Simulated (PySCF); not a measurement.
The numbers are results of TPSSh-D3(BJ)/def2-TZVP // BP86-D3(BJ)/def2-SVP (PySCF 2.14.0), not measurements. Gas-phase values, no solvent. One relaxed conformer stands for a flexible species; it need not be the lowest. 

Reference species: [Ti(NH2)4] (neutral, multiplicity 1).

```json
{
  "HOMO": "-6.01 eV",
  "HOMO–LUMO gap": "4.78 eV",
  "coordination_number": "4"
}
```

After one change: the HOMO falls by 0.07 eV; the HOMO–LUMO gap goes up by 0.95 eV; the coordination number stays essentially unchanged.

Q: Which change was made? The new species is one of these.
A) [W(=O)2(NH2)2]
B) [Ta(=O)(NH2)3]
C) [Mo(=O)2(NH2)2]
D) [Mo(=O)(NH2)4]

A: B, [Ta(=O)(NH2)3]
